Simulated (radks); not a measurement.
Problem. These are the eigenvalues of the occupied orbitals of an atom or ion with whole-number occupations (hartree). Calculated with a radial shooting solver on a logarithmic mesh with Libxc functionals: Dirac Kohn-Sham, BLYP, spin-unpolarised, spherical densities, finite nucleus; Fermi nuclear charge, rms radius of each element as measured or else 0.836 A^(1/3) + 0.57 fm.

orbital  eigenvalue
1s1/2     -2175.899
2s1/2     -366.9034
2p1/2     -349.7807
2p3/2     -313.7481
3s1/2     -82.44192
3p1/2     -74.89425
3p3/2     -67.28658
3d3/2     -54.38615
3d5/2     -52.72328
4s1/2     -16.22574
4p1/2     -13.18922
4p3/2     -11.47053
4d3/2      -6.47052
4d5/2      -6.15790
5s1/2      -1.94897
5p1/2      -1.13064
5p3/2      -0.92082
6s1/2      -0.13839
4f5/2      -0.12932
4f7/2      -0.08541

Which element is it, and in what charge state? The configuration may be excited. Open shells, if any, fill j = l - 1/2 first.

Solution. Z = 69, thulium, charge 0: Tm in [Xe] 4f13 6s2. The list shows which subshells hold electrons but not how many an open one holds; the 1s level, -2175.9 hartree, gives Z - s = 66.0 by -(Z - s)^2/2, which with screening and relativity narrows Z to a few neighbours, and the depths of the outer levels then fix element, charge and occupations together.
